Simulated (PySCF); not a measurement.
Al(H)(Br)(NH2) (AlBrH3N), SMILES [AlH]([NH2])[Br].

Geometry: B3LYP-D3(BJ)/def2-TZVP. One conformer was computed; it need not be the lowest.

Computed with B3LYP-D3(BJ)/def2-TZVP (PySCF).

Frequencies are harmonic and unscaled.

Computed vibrational spectrum:
```tsv
mode	ν (cm⁻¹)	IR (km/mol)	moving atoms (share of kinetic energy)
1	164	3.1	N 41 %, Al 23 %, H 22 %, Br 14 %
2	361	13.4	H 88 %, Al 10 %
3	390	34.0	Al 61 %, Br 27 %
4	419	230.0	H 76 %, N 21 %
5	508	13.9	H 93 %
6	575	39.8	H 93 %
7	740	195.3	H 77 %, N 16 %
8	837	138.9	N 50 %, Al 40 %, H 11 %
9	1569	57.7	H 90 %, N 10 %
10	1994	142.0	H 96 %
11	3569	25.9	H 96 %
12	3655	27.7	H 91 %, N 9 %
```
